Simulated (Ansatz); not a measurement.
A search over several starts for the lowest SCF solution of the cluster SnBi2 at the given spin, in a small basis.

```yaml
crystal:
  periodic: [false, false, false]
  atoms:
    - {symbol: Bi, position_ang: [1.220939, 0.109935, -1.098976]}
    - {symbol: Bi, position_ang: [-0.215959, 1.231546, 1.071059]}
    - {symbol: Sn, position_ang: [-1.004980, -1.341481, 0.027917]}
basis:
  gaussian: {orbitals: def2-SVP}
magnetization: {spin_polarized: true, initial_magnetization: 0}
hamiltonian: {xc: pbe0, dispersion: d4}
output: {orbitals: {seedname: orbitals}}
```

```sh
$ ansatz run in.yaml --threads 4 --pin off --events-out ev --progress --plain --max-ram 3916MiB
```

Shortened log:

```
Functional definition: PBE0
1008 factors; integrals over basis functions are off by at most 1.6e-4 eV
mean field evaluation 1: about -17514.8500 eV, gradient 4.3e0 eV
mean field evaluation 2: about -17514.8830 eV, gradient 4.0e0 eV
mean field evaluation 4: about -17514.9874 eV, gradient 2.9e-1 eV
mean field evaluation 8: about -17515.0256 eV, gradient 3.4e-2 eV
mean field evaluation 16: about -17515.0256 eV, gradient 3.1e-5 eV
mean field -17515.02557953 eV, -643.6653179369 hartree, gradient 3.1e-5 eV, S^2 0.000000; 3 other end points of the search recorded, 0 dependent functions left out
reference -17515.02560020 eV, -643.6653186966 hartree; 34, 34 occupied and 44, 44 virtual orbitals, 1008 factors
Total energy: -17515.16973999 eV, -643.6706157363 hartree
```

It took 2.5 s on 4 threads of Arm Neoverse V2 on a shared host.

In the def2 sets Bi, Sn take a core potential; there is no spin–orbit coupling. The structure comes from a short search, and lower isomers may exist.
